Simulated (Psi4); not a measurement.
triplet methylene (CH2), triplet, at a GFN2-xTB geometry; R2SCAN/def2-SV(P) (Psi4).

Psi4 was given this input:
```
memory 2 GB

molecule {
0 3
  C     0.00386916    0.00066529    0.10150064
  H     0.00046091    0.97908788   -0.31139250
  H    -0.02367585   -0.98307960   -0.29761136
symmetry cs
}

set basis def2-sv(p)
set reference uks

energy('r2scan')
print_variables()
```

### Question
What does Psi4 print? Leave out banner, timings and long lists.

### Answer

```
   => Loading Basis Set <=

    Name: DEF2-SV(P)
    Role: ORBITAL
    Keyword: BASIS

         ---------------------------------------------------------
                                   SCF
               by Justin Turney, Rob Parrish, Andy Simmonett
                          and Daniel G. A. Smith
                              UKS Reference
         ---------------------------------------------------------

  ==> Geometry <==

    Molecular point group: cs
    Full point group: C2v

    Geometry (in Angstrom), charge = 0, multiplicity = 3:

       Center              X                  Y                   Z               Mass
    ------------   -----------------  -----------------  -----------------  -----------------
         C            0.000000000000     0.000000000000     0.058432611496    12.000000000000
         H            0.000000000000     0.981182159766    -0.347873547953     1.007825032230
         H            0.000000000000    -0.981182159766    -0.347873546564     1.007825032230

  Running in cs symmetry.

  Rotational constants: A =     59.17068  B =      8.68725  C =      7.57509 [cm^-1]
  Rotational constants: A = 1773892.31193  B = 260437.05538  C = 227095.62065 [MHz]
  Nuclear repulsion =    6.249174946632949

  Charge       = 0
  Multiplicity = 3
  Electrons    = 8
  Nalpha       = 5
  Nbeta        = 3

  ==> Algorithm <==

  SCF Algorithm Type is DF.
  DIIS enabled.
  MOM disabled.
  Fractional occupation disabled.
  Guess Type is SAD.
  Energy threshold   = 1.00e-06
  Density threshold  = 1.00e-06
  Integral threshold = 1.00e-12

  ==> Primary Basis <==

  Basis Set: DEF2-SV(P)
    Blend: DEF2-SV(P)
    Number of shells: 10
    Number of basis functions: 18
    Number of Cartesian functions: 19
    Spherical Harmonics?: true
    Max angular momentum: 2

  ==> DFT Potential <==

   => LibXC <=

    Version 7.1.2
    S. Lehtola, C. Steigemann, M. J. T. Oliveira, and M. A. L. Marques,  SoftwareX 7, 1–5 (2018) (10.1016/j.softx.2017.11.002)

   => Composite Functional: R2SCAN <=

    r2SCAN Meta-GGA XC Functional  (0.1021/acs.jpclett.0c02405)
    J. W. Furness, A. D. Kaplan, J. Ning, J. P. Perdew, J. Sun  J. Phys. Chem. Lett.  11, 8208–8215, 2020

    Deriv               =              1
    GGA                 =           TRUE
    Meta                =           TRUE

    Exchange Hybrid     =          FALSE
    MP2 Hybrid          =          FALSE

   => Exchange Functionals <=

    1.0000   XC_MGGA_X_R2SCAN

   => Correlation Functionals <=

    1.0000   XC_MGGA_C_R2SCAN

   => LibXC Density Thresholds  <==

    XC_MGGA_C_R2SCAN:  1.00E-15
    XC_MGGA_X_R2SCAN:  1.00E-11

   => Molecular Quadrature <=

    Radial Scheme          =       TREUTLER
    Pruning Scheme         =           NONE
    Nuclear Scheme         =       TREUTLER

    Blocking Scheme        =         OCTREE
    BS radius alpha        =              1
    Pruning alpha          =              1
    Radial Points          =             75
    Spherical Points       =            302
    Total Points           =          65904
    Total Blocks           =            556
    Max Points             =            256
    Max Functions          =             18
    Weights Tolerance      =       1.00E-15

   => Loading Basis Set <=

    Name: (DEF2-SV(P) AUX)
    Role: JKFIT
    Keyword: DF_BASIS_SCF

  ==> Integral Setup <==

  SCF_SUBTYPE=INCORE selected. In-core MEM_DF algorithm will be used.
  Using in-core AOs.

  ==> MemDFJK: Density-Fitted J/K Matrices <==

    J tasked:                   Yes
    K tasked:                    No
    wK tasked:                   No
    Algorithm:                 Core
    Schwarz Cutoff:           1E-12
    Mask sparsity (%):       0.0000
    Fitting Condition:        1E-10

   => Auxiliary Basis Set <=

  Basis Set: (DEF2-SV(P) AUX)
    Blend: DEF2-UNIVERSAL-JKFIT
    Number of shells: 37
    Number of basis functions: 111
    Number of Cartesian functions: 129
    Spherical Harmonics?: true
    Max angular momentum: 4

  Minimum eigenvalue in the overlap matrix is 3.0294952158E-02.
  Reciprocal condition number of the overlap matrix is 8.3134107405E-03.
    Using symmetric orthogonalization.

  ==> Pre-Iterations <==

  SCF Guess: Superposition of Atomic Densities via on-the-fly atomic UHF (no occupation information).

   -------------------------
    Irrep   Nso     Nmo
   -------------------------
     A'        14      14
     A"         4       4
   -------------------------
    Total      18      18
   -------------------------

  ==> Iterations <==

                           Total Energy        Delta E     RMS |[F,P]|

   @DF-UKS iter SAD:   -38.67899156496224   -3.86790e+01   0.00000e+00
   @DF-UKS iter   1:   -39.03545649635480   -3.56465e-01   2.06213e-02 ADIIS/DIIS
   @DF-UKS iter   2:   -39.05152909615692   -1.60726e-02   1.78066e-02 ADIIS/DIIS
   @DF-UKS iter   3:   -39.09331321304155   -4.17841e-02   1.01391e-03 ADIIS/DIIS
   @DF-UKS iter   4:   -39.09351856714386   -2.05354e-04   2.16317e-04 ADIIS/DIIS
   @DF-UKS iter   5:   -39.09352873518682   -1.01680e-05   5.66987e-05 DIIS
   @DF-UKS iter   6:   -39.09352949597191   -7.60785e-07   8.12637e-06 DIIS
   @DF-UKS iter   7:   -39.09352951167734   -1.57054e-08   8.98407e-07 DIIS
  Energy and wave function converged.

  ==> Post-Iterations <==

   Electrons on quadrature grid:
      Nalpha   =    4.9999999940 ; deviation = -6.027e-09
      Nbeta    =    2.9999999516 ; deviation = -4.839e-08
      Ntotal   =    7.9999999456 ; deviation = -5.441e-08

   @Spin Contamination Metric:   1.007540322E-02
   @S^2 Expected:                2.000000000E+00
   @S^2 Observed:                2.010075403E+00
   @S   Expected:                1.000000000E+00
   @S   Observed:                1.000000000E+00

    Orbital Energies [Eh]
    ---------------------

    Alpha Occupied:

[...]
    Alpha Virtual:

[...]
      14Ap     2.078162

    Beta Occupied:

[...]
    Beta Virtual:

[...]
    Final Occupation by Irrep:
             Ap   App
    DOCC [     3,    0 ]
    SOCC [     1,    1 ]
    NA   [     4,    1 ]
    NB   [     3,    0 ]

  @DF-UKS Final Energy:   -39.09352951167734

   => Energetics <=

    Nuclear Repulsion Energy =              6.2491749466329489
    One-Electron Energy =                 -64.0620579227486076
    Two-Electron Energy =                  24.7966965462792217
    DFT Exchange-Correlation Energy =      -6.0773430818409029
    Empirical Dispersion Energy =           0.0000000000000000
    VV10 Nonlocal Energy =                  0.0000000000000000
    Total Energy =                        -39.0935295116773389

  UHF NO Occupations:
  HONO-2 :    3 Ap 1.9959357
  HONO-1 :    1App 1.0000000
  HONO-0 :    4 Ap 1.0000000
  LUNO+0 :    5 Ap 0.0040643
  LUNO+1 :    6 Ap 0.0009803
  LUNO+2 :    7 Ap 0.0000019
  LUNO+3 :    8 Ap 0.0000000

Computation Completed

Properties will be evaluated at   0.000000,   0.000000,   0.000000 [a0]

Properties computed using the SCF density matrix

 Multipole Moments:

 ------------------------------------------------------------------------------------
     Multipole            Electronic (a.u.)      Nuclear  (a.u.)        Total (a.u.)
 ------------------------------------------------------------------------------------

 L = 1.  Multiply by 2.5417464519 to convert [e a0] to [Debye]
 Dipole X            :          0.0000000            0.0000000            0.0000000
 Dipole Y            :         -0.0000000           -0.0000000           -0.0000000
 Dipole Z            :          0.4149307           -0.6522417           -0.2373110
 Magnitude           :                                                    0.2373110

 ------------------------------------------------------------------------------------

  Variable Map:
  ----------------------------------------------------------------------------
[...]
  Array Variable Map:
  ----------------------------------------------------------------------------
[...]
[...]
```
